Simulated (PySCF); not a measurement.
Bond stretch in IBr, singlet.

- UMP2 = PySCF with MP2 on UHF/def2-SVP, 13 core orbitals frozen, def2 effective core potentials past Kr
- CASSCF(14,8)/def2-SVP, def2 effective core potentials past Kr (PySCF)
- RCCSD = CCSD on RHF/def2-SVP, 13 core orbitals frozen, def2 effective core potentials past Kr in PySCF

Energies are in kJ/mol, each relative to the lowest point of its own curve near equilibrium.

```json
[
 {"R / Å": "1.99", "UMP2": "375.2", "CASSCF(14,8)": "404.2", "RCCSD": "387.8"},
 {"R / Å": "2.11", "UMP2": "180.7", "CASSCF(14,8)": "204.2", "RCCSD": "190.5"},
 {"R / Å": "2.21", "UMP2": "85.7", "CASSCF(14,8)": "104.3", "RCCSD": "93.2"},
 {"R / Å": "2.31", "UMP2": "31.8", "CASSCF(14,8)": "45.1", "RCCSD": "37.0"},
 {"R / Å": "2.39", "UMP2": "9.4", "CASSCF(14,8)": "18.3", "RCCSD": "12.8"},
 {"R / Å": "2.46", "UMP2": "0.7", "CASSCF(14,8)": "5.6", "RCCSD": "2.6"},
 {"R / Å": "2.54", "UMP2": "0.0", "CASSCF(14,8)": "0.0", "RCCSD": "0.0"},
 {"R / Å": "2.60", "UMP2": "4.2", "CASSCF(14,8)": "0.4", "RCCSD": "2.8"},
 {"R / Å": "2.68", "UMP2": "22.6", "CASSCF(14,8)": "5.2", "RCCSD": "11.1"},
 {"R / Å": "2.83", "UMP2": "81.0", "CASSCF(14,8)": "22.3", "RCCSD": "35.2"},
 {"R / Å": "3.03", "UMP2": "121.7", "CASSCF(14,8)": "50.6", "RCCSD": "74.2"},
 {"R / Å": "3.30", "UMP2": "146.5", "CASSCF(14,8)": "84.4", "RCCSD": "124.4"},
 {"R / Å": "3.68", "UMP2": "159.1", "CASSCF(14,8)": "113.0", "RCCSD": "176.2"},
 {"R / Å": "4.11", "UMP2": "162.1", "CASSCF(14,8)": "125.3", "RCCSD": "208.4"},
 {"R / Å": "4.43", "UMP2": "163.0", "CASSCF(14,8)": "128.1", "RCCSD": "220.6"},
 {"R / Å": "4.97", "UMP2": "164.3", "CASSCF(14,8)": "129.2", "RCCSD": "230.5"},
 {"R / Å": "5.39", "UMP2": "164.9", "CASSCF(14,8)": "129.2", "RCCSD": "233.8"},
 {"R / Å": "6.10", "UMP2": "165.4", "CASSCF(14,8)": "128.9", "RCCSD": "236.2"},
 {"R / Å": "6.60", "UMP2": "165.6", "CASSCF(14,8)": "—", "RCCSD": "236.9"},
 {"R / Å": "7.33", "UMP2": "165.7", "CASSCF(14,8)": "—", "RCCSD": "237.3"}
]
```

At the longest distance, 7.33 Å, RCCSD lies highest above its minimum (237.3 kJ/mol) and UMP2 lowest (165.7 kJ/mol).

A dash means that the run gave no value there, or that the column was ended at a point which the program doubted or which failed a test of continuity chosen for this set; such a test can also cut sound points.

The unrestricted determinant behind UMP2 is spin-contaminated at 2.68 to 7.33 Å (<S²> up to 1.0, against 0.00 for a pure singlet).
